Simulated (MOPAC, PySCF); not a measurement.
[Nb(F)4(NH2)], neutral singlet in the gas phase. 

Cartesian coordinates (Å):
```xyz
8

Nb    -0.1913     0.0895    -0.0174
F     -1.0024    -1.4936     0.5797
F      0.6365     1.5370    -0.8777
F      1.2295    -0.1083     1.1690
F     -1.7115     1.0944     0.3626
N     -0.0818    -0.7991    -1.7420
H      0.3223    -0.3668    -2.5707
H     -0.4228    -1.7440    -1.9084
```
Charge 0, spin multiplicity 1.

All levels are single points at this geometry (r2SCAN-D4/def2-SVP); Pople sets use spherical d functions. Orbital energies aren't observables, and empty levels follow the basis.

```json
[
 {"level": "B3LYP-D3(BJ)/def2-TZVP in PySCF", "HOMO (eV)": "-8.78", "LUMO (eV)": "-3.43", "gap (eV)": "5.35", "dipole (D)": "2.56", "vertical IE, Delta-SCF (eV)": "–"},
 {"level": "TPSSh-D3(BJ)/def2-TZVP in PySCF", "HOMO (eV)": "-8.15", "LUMO (eV)": "-3.57", "gap (eV)": "4.59", "dipole (D)": "2.44", "vertical IE, Delta-SCF (eV)": "–"},
 {"level": "BP86/6-31G* (LANL2DZ on Nb) in PySCF", "HOMO (eV)": "-7.25", "LUMO (eV)": "-3.97", "gap (eV)": "3.29", "dipole (D)": "2.51", "vertical IE, Delta-SCF (eV)": "–"},
 {"level": "SVWN5/6-31G* (LANL2DZ on Nb) in PySCF", "HOMO (eV)": "-7.33", "LUMO (eV)": "-4.03", "gap (eV)": "3.30", "dipole (D)": "2.62", "vertical IE, Delta-SCF (eV)": "11.09"},
 {"level": "HF/6-31G* (LANL2DZ on Nb) in PySCF", "HOMO (eV)": "-12.62", "LUMO (eV)": "0.08", "gap (eV)": "12.70", "dipole (D)": "2.83", "vertical IE, Delta-SCF (eV)": "10.15"},
 {"level": "PM6 in MOPAC", "HOMO (eV)": "-10.36", "LUMO (eV)": "-0.65", "gap (eV)": "9.71", "dipole (D)": "2.94", "vertical IE, Delta-SCF (eV)": "–"}
]
```
